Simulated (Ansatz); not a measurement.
`CNB(F)F` + `N=C=O` → `O=C=NB(F)F` + CH₃NH₂ at 298.15 K and 1 bar (ligand exchange at a B–N bond).

Calculated with Ansatz (gas phase, PBE0-D4/def2-TZVP geometries, no zero-point term in ΔE). CCSD(T)/CBS is the MP2 limit (def2-TZVPP, def2-QZVPP) plus CCSD(T) − MP2 in def2-TZVPP, frozen cores. This one scheme is used for every species. Each species was taken in one conformer, which may not be the lowest.

| species | CCSD(T)/CBS energy (Eh) | H − E (kJ/mol) | S (J/(mol·K)) |
| --- | --- | --- | --- |
| `CNB(F)F` | -319.70892 | 189.1 | 312.3 |
| `N=C=O` | -168.51995 | 67.5 | 238.3 |
| `O=C=NB(F)F` | -392.46591 | 79.6 | 321.3 |
| CH₃NH₂ | -95.75281 | 180.0 | 240.4 |

H − E and S are ideal-gas, rigid-rotor, harmonic terms from PBE0-D4/def2-TZVP, for one conformer and one mirror image of each species. 1 Eh = 2625.50 kJ/mol, R = 8.31446 J/(mol·K).

**Question.** By hand: ΔE, ΔH, ΔS and ΔG.

**Answer.** ΔE = (-392.46591) + (-95.75281) − (-319.70892) − (-168.51995) = 0.01015 Eh = 26.6 kJ/mol. Δ(H − E) = 79.6 + 180.0 − 189.1 − 67.5 = 3.0, so ΔH = 29.6 kJ/mol. ΔS = 321.3 + 240.4 − 312.3 − 238.3 = 11.1 J/(mol·K). ΔG = 29.6 − 298.15 × (11.1)/1000 = 26.3 kJ/mol.

**Question.** By hand: the equilibrium constant, and the temperature at which ΔG would vanish if ΔH and ΔS stayed fixed.

**Answer.** log₁₀ K = −ΔG/(RT ln 10) = -4.6. ΔG = 0 at ΔH/ΔS = 2667 K, far beyond where these terms or the molecules hold.

The number of gas molecules stays the same, so ΔS is small and ΔH decides. A doubt of 5 kJ/mol in ΔE shifts log₁₀ K by 0.9 here. Other conformers and mirror images would add mixing entropy, several J/(mol·K) or more a flexible species. These are equilibria of isolated gas molecules and say nothing of rates. Largest T1 diagnostic: 0.018 (customary marks: 0.02 for closed shells, 0.045 for open ones).
